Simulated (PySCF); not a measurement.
Si(F)(H)2(OAc) (C2H5FO2Si), SMILES C(=O)(C)O[SiH2]F. Atoms are numbered in the order given.

```xyz
11

Si     0.3883    -1.2816     0.0000
F     -0.7186    -2.4631     0.0000
O     -0.5681     0.1340     0.0000
C      0.1037     1.3030     0.0000
C     -0.7979     2.5041     0.0000
O      1.3138     1.3238     0.0000
H      1.1674    -1.3826     1.2500
H      1.1674    -1.3826    -1.2500
H     -1.4519     2.4736     0.8850
H     -0.1991     3.4221     0.0000
H     -1.4519     2.4736    -0.8850
```

Geometry optimised at B3LYP-D3(BJ)/def2-SVP. Other conformers were not sampled.

Method: PySCF with PBE/def2-TZVP.

ESP charges are fitted to the potential on shells at 1.4 to 2.0 van der Waals radii. Atomic charges (e):

| atom | Löwdin | ESP fit | IAO |
|---|---|---|---|
| Si1 | 0.13 | 0.57 | (withheld) |
| F2 | 0.01 | -0.24 | (withheld) |
| O3 | 0.17 | -0.40 | (withheld) |
| C4 | -0.54 | 0.81 | 0.51 |
| C5 | -0.27 | -0.74 | -0.48 |
| O6 | 0.14 | -0.52 | -0.43 |
| H7 | -0.04 | -0.06 | (withheld) |
| H8 | -0.04 | -0.06 | (withheld) |
| H9 | 0.15 | 0.21 | 0.18 |
| H10 | 0.14 | 0.21 | 0.18 |
| H11 | 0.15 | 0.21 | 0.18 |

Q: What belongs in the gaps? (The exact figures need the calculation; the answer reports its results.)

A: 
- Si1, IAO: 1.23
- F2, IAO: -0.52
- O3, IAO: -0.57
- H7, IAO: -0.14
- H8, IAO: -0.14

Q: Give the Mayer and Wiberg (Löwdin basis) orders of the bonds. (An estimate is asked for; the answer gives what the named calculation found.)

A: 
```csv
bond,Mayer,Wiberg
Si1–F2,1.15,1.75
Si1–O3,1.00,1.33
O3–C4,1.16,1.69
C4–C5,1.01,1.27
C4–O6,2.00,2.63
Si1–H7,0.93,0.94
Si1–H8,0.93,0.94
C5–H9,0.94,0.88
C5–H10,0.97,0.89
C5–H11,0.94,0.88
```
